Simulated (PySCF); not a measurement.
BF, charge +1, multiplicity 2. Atoms are numbered in the order given.

```xyz
2

B      0.0000     0.0000    -0.7794
F      0.0000     0.0000     0.4330
```
Charge +1, spin multiplicity 2.

Geometry optimised at PBE0-D3(BJ)/def2-TZVPD.

These are PBE/def2-TZVPD (PySCF) values and carry that method's errors.

The molecule is in vacuum.

```json
{
 "total_energy": "-124.17913 hartree",
 "point_group": "C∞v",
 "α spin, highest occupied and lowest empty level": "-17.99 and -11.74 eV",
 "β spin, highest occupied and lowest empty level": "-21.95 and -14.40 eV",
 "dipole_moment_about_the_centre_of_nuclear_charge": "3.28 D",
 "mean_static_polarisability": "9.8 bohr³ (1.45 Å³)",
 "polarisability_principal_values": "9.7, 9.7, 10.1 bohr³",
 "⟨S²⟩": "0.754 (pure state 0.75)"
}
```
